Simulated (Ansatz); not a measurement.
```yaml
crystal:
  periodic: [false, false, false]
  atoms:
    - {symbol: O, position_ang: [-0.223099, -0.718467, 1.576169]}
    - {symbol: Ge, position_ang: [0.085551, -0.010151, -0.023084]}
    - {symbol: F, position_ang: [-0.664343, 1.527551, -0.105372]}
    - {symbol: F, position_ang: [-0.731713, -0.936147, -1.209785]}
    - {symbol: H, position_ang: [1.583505, 0.063614, -0.279228]}
basis:
  gaussian: {orbitals: aug-pcseg-2, point_charges: [{charge: 1.00, position_ang: [5.390, 0.816, 0.319]}]}
magnetization: {spin_polarized: true, initial_magnetization: 1}
hamiltonian: {xc: {name: PBE}, dispersion: d3bjatm}
```

```sh
$ ansatz run in.yaml --threads 4 --pin off --events-out ev --progress --plain --max-ram 10444MiB
```

It prints (some lines left out):

```
Functional definition: PBE
1081 factors; their error is unknown
mean field evaluation 1: about -63998.2989 eV, gradient 4.5e1 eV
mean field evaluation 2: about -63970.8431 eV, gradient 1.0e2 eV
mean field evaluation 4: about -64003.8940 eV, gradient 7.5e0 eV
mean field evaluation 8: about -64004.1265 eV, gradient 1.8e-1 eV
mean field evaluation 16: about -64004.0858 eV, gradient 5.2e-3 eV
mean field evaluation 32: about -64004.0858 eV, gradient 7.4e-6 eV
mean field -64004.08580669 eV, -2352.1067698682 hartree, gradient 7.4e-6 eV, S^2 0.752800; 4 other end points of the search recorded, 0 dependent functions left out
reference -64004.08587410 eV, -2352.1067723456 hartree; 30, 29 occupied and 190, 191 virtual orbitals, 1081 factors
Total energy: -64004.14915427 eV, -2352.1090978490 hartree
```

It took 8.5 s on 4 threads of an Intel Xeon Platinum 8488C on a shared host, with 0.65 GiB of host memory at the peak.
